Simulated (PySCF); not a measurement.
Molecule: SMILES c1c(COC)cncc1, C$_{7}$H$_{9}$NO.

Cartesian coordinates in Å; atom numbers follow the order of the lines, from 1:
```xyz
18

C    -3.104    0.655   -0.175
O    -1.704    0.725   -0.204
C    -1.085   -0.505    0.086
C     0.410   -0.360    0.033
C     1.028    0.862    0.264
C     2.411    0.934    0.222
C     3.123   -0.225   -0.045
N     2.545   -1.394   -0.266
C     1.227   -1.456   -0.230
H    -3.482   -0.072   -0.905
H    -3.469    0.373    0.821
H    -3.469    1.648   -0.429
H    -1.380   -0.847    1.095
H    -1.413   -1.278   -0.629
H     0.425    1.735    0.462
H     2.923    1.867    0.396
H     4.204   -0.224   -0.088
H     0.800   -2.433   -0.419
```

Frames of a GFN2-xTB Langevin trajectory at 600 K; GIAO PBE0/pcSseg-1 shieldings in PySCF 2.14, gas phase, non-relativistic; equivalent atoms averaged within each frame.

Chemical shifts δ = σref − σ; ¹³C (σ = 186.93 ppm), ¹H (σ = 31.72 ppm) vs TMS; ¹⁷O (σ = 336.08 ppm) against H2O; NH3 for ¹⁵N (σ = 267.73 ppm), all at this level. The references are static minima.

Q: How do the shifts (ppm) fluctuate along the trajectory?

A: 
```
         time (fs)     C7     C9     C4     C5     C6    C3    C1    O2     N8    H18
optimised geometry  154.2  152.0  140.1  139.7  128.4  76.4  61.5  18.6  358.8   8.74
               250  165.3  163.7  137.4  136.2  133.6  78.9  67.1  25.9  379.6   8.46
               425  153.8  151.9  144.7  142.2  128.2  74.0  72.1  21.5  379.4   8.94
               625  152.6  160.0  155.8  147.2  124.2  78.7  63.6   9.3  384.3  10.26
               800  152.4  141.9  138.8  140.2  129.0  84.5  80.5  15.6  354.8   8.47
              1000  153.2  165.3  147.1  130.5  124.9  74.9  68.3  29.6  375.0   9.36
    mean of frames  155.5  156.6  144.8  139.2  128.0  78.2  70.3  20.4  374.6   9.10
standard deviation    5.5    9.7    7.4    6.3    3.8   4.2   6.4   8.1   11.6   0.75
```

5 frames give an uncertainty of the mean of about the standard deviation over 2.2 at best, since frames this close in time may not be independent; classical motion lacks zero-point vibration, and the reference would need the same averaging.
